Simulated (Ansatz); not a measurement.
Reaction (ligand exchange at the Al–O bond): `C[O][Al]([OH])[Cl]` + HCl → `C[O][Al]([Cl])[Cl]` + H₂O

Gas-phase electronic energies from Ansatz, PBE0-D4/def2-TZVP geometries. CCSD(T)/CBS adds triple-zeta CCSD(T) − MP2 to the extrapolated MP2 energy (def2 sets, frozen cores). This one scheme is used for every species. Functionals use def2-TZVPP. HSE06 is defined as in plane-wave codes. One conformer a species, not always the lowest.

```json
{"level": "revPBE-D4", "ΔE (kJ/mol)": "-27.1", "difference from CCSD(T)/CBS": "0.2"}
{"level": "BLYP-D4", "ΔE (kJ/mol)": "-19.9", "difference from CCSD(T)/CBS": "7.4"}
{"level": "r2SCAN-D4", "ΔE (kJ/mol)": "-24.8", "difference from CCSD(T)/CBS": "2.5"}
{"level": "r2SCANh-D4", "ΔE (kJ/mol)": "-25.7", "difference from CCSD(T)/CBS": "1.6"}
{"level": "r2SCAN0-D4", "ΔE (kJ/mol)": "-27.0", "difference from CCSD(T)/CBS": "0.3"}
{"level": "HSE06-D4", "ΔE (kJ/mol)": "-29.4", "difference from CCSD(T)/CBS": "-2.1"}
{"level": "CAM-B3LYP-D4", "ΔE (kJ/mol)": "-19.4", "difference from CCSD(T)/CBS": "7.9"}
{"level": "ωB97M-V", "ΔE (kJ/mol)": "-24.6", "difference from CCSD(T)/CBS": "2.7"}
{"level": "r2SCAN", "ΔE (kJ/mol)": "-24.5", "difference from CCSD(T)/CBS": "2.8"}
{"level": "HF/CBS(def2)", "ΔE (kJ/mol)": "-25.7", "difference from CCSD(T)/CBS": "1.6"}
{"level": "CCSD(T)/CBS", "ΔE (kJ/mol)": "-27.3", "difference from CCSD(T)/CBS": "0"}
```

Largest T1 diagnostic among the species: 0.011.

Leaving LDA and LC-ωPBE aside and taking each functional with its dispersion term where it has one, the values spread over 10.0 kJ/mol, from HSE06-D4 to CAM-B3LYP-D4. LDA lies +4.4 kJ/mol from PBE without D4. From BLYP to BHLYP (50 % exact exchange), in def2-TZVPP and without D4, ΔE moves by −4.6 kJ/mol.
